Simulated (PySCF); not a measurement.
H2OSe2, SMILES O[Se][SeH]. Atoms are numbered in the order given.

```xyz
5

Se     0.9643    -0.2017     0.2389
O      0.6075    -1.9599     0.5593
H      0.6424    -2.4031    -0.3069
Se    -1.0791     0.7048    -0.3900
H     -1.5970     0.9770     0.9697
```
Charge 0, spin multiplicity 1.

The structure is a stationary point at TPSSh-D3(BJ)/def2-SVP. Other conformers were not sampled.

These are TPSSh-D3(BJ)/def2-SVP in PySCF values and carry that method's errors.

Frequencies are harmonic and unscaled.

```json
[
 {"mode": "1", "ν (cm⁻¹)": "178", "IR (km/mol)": "0.3", "moving atoms (share of kinetic energy)": "O 64 %, Se 29 %"},
 {"mode": "2", "ν (cm⁻¹)": "284", "IR (km/mol)": "4.8", "moving atoms (share of kinetic energy)": "Se 98 %"},
 {"mode": "3", "ν (cm⁻¹)": "343", "IR (km/mol)": "14.4", "moving atoms (share of kinetic energy)": "H 94 %"},
 {"mode": "4", "ν (cm⁻¹)": "409", "IR (km/mol)": "97.4", "moving atoms (share of kinetic energy)": "H 91 %, O 9 %"},
 {"mode": "5", "ν (cm⁻¹)": "629", "IR (km/mol)": "73.8", "moving atoms (share of kinetic energy)": "O 82 %, Se 17 %"},
 {"mode": "6", "ν (cm⁻¹)": "727", "IR (km/mol)": "12.7", "moving atoms (share of kinetic energy)": "H 98 %"},
 {"mode": "7", "ν (cm⁻¹)": "1089", "IR (km/mol)": "50.3", "moving atoms (share of kinetic energy)": "H 94 %"},
 {"mode": "8", "ν (cm⁻¹)": "2375", "IR (km/mol)": "22.9", "moving atoms (share of kinetic energy)": "H 99 %"},
 {"mode": "9", "ν (cm⁻¹)": "3735", "IR (km/mol)": "78.0", "moving atoms (share of kinetic energy)": "H 94 %"}
]
```
